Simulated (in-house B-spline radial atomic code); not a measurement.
BP86 excitations of N⁵⁺

Method: BP86. Computed with a B-spline radial code for spherical atoms: linear response of the closed shell 1s2 with the functional's adiabatic kernel; scalar-relativistic (spin-free one-electron X2C), finite nucleus, no spin-orbit coupling, no double excitations, S, P, D and F terms only.

Command:
```bash
python run_td.py task.json out
```
Settings (radii: box in bohr, nucleus in fm):
```
Z                        7
electrons                2
configuration            1s2
hamiltonian              x2c
method                   b88,p86
box_radius               16.35
rms_radius               2.5582
intervals                73
```

Run time, properties included: 0.2 s on 1 thread of Arm Neoverse N1, on a shared host.

The lowest states, in the order of their Tamm-Dancoff energies; the method's threshold (minus the highest occupied level) is 511.85 eV. Labels give the largest channel, * marks a mixed state, and oscillator strengths are full-response dipole values. Semilocal kernels can invert the small singlet-triplet splittings of Rydberg terms. Energies in eV:

```
     state  full response  Tamm-Dancoff  oscillator strength
1s → 2s 3S         405.72        405.74                    -
1s → 2s 1S         411.50        411.60                    -
1s → 2p 3P         413.33        413.36                    -
1s → 2p 1P         416.96        416.98                0.584
1s → 3s 3S              ?             ?                    -
1s → 3s 1S         469.97        469.99                    -
1s → 3p 3P         470.65        470.65                    -
1s → 3p 1P         471.61        471.61                0.126
1s → 3d 1D         472.28        472.28                    -
1s → 3d 3D              ?             ?                    -
1s → 4s 3S         488.37        488.37                    -
1s → 4s 1S         488.92        488.93                    -
1s → 4p 3P         489.25        489.25                    -
1s → 4p 1P         489.62        489.63                0.046
1s → 4d 1D         490.00        490.00                    -
1s → 4d 3D         490.00        490.00                    -
1s → 4f 1F         490.41        490.41                    -
1s → 4f 3F         490.42        490.42                    -
```

Problem. Where does 1s → 3s 3S lie?

Solution. At 468.51 eV in full response, 468.52 eV in Tamm-Dancoff.

Problem. Where does 1s → 3d 3D lie?

Solution. At 472.32 eV in full response, 472.32 eV in Tamm-Dancoff.

Problem. How large is the singlet-triplet splitting of 1s → 2s (S terms) in Tamm-Dancoff?

Solution. 5.85 eV, from the unrounded values.

Problem. What polarisabilities and dispersion coefficient does the method give?

Solution. Dipole 0.004763 bohr³, quadrupole 0.0004052 bohr⁵, C6 0.0003107 hartree·bohr⁶ for two such species.
